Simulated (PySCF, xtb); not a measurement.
C4H5BO2, SMILES O(C=C)B(C#C)O. The values are those of a single conformer.

Harmonic wavenumbers (cm⁻¹) from GFN2-xTB (xtb) at its own minimum, in rising order: 36, 108, 131, 207, 246, 336, 442, 539, 554, 566, 681, 682, 701, 725, 849, 914, 977, 999, 1131, 1201, 1276, 1322, 1380, 1691, 2222, 3021, 3126, 3166, 3361, 3648.

### Question
What does PBE-D3(BJ)/def2-SVP (PySCF) give at its own minimum? (The exact figures need the calculation; the answer reports its results.)

### Answer
49, 126, 136, 224, 263, 359, 475, 553, 554, 638, 681, 708, 713, 721, 848, 908, 964, 985, 1175, 1272, 1321, 1349, 1428, 1650, 2118, 3102, 3116, 3222, 3394, 3745. Paired by order, the mean absolute difference is 31 cm⁻¹ and the zero-point energies are 51.8 and 52.6 kcal/mol.
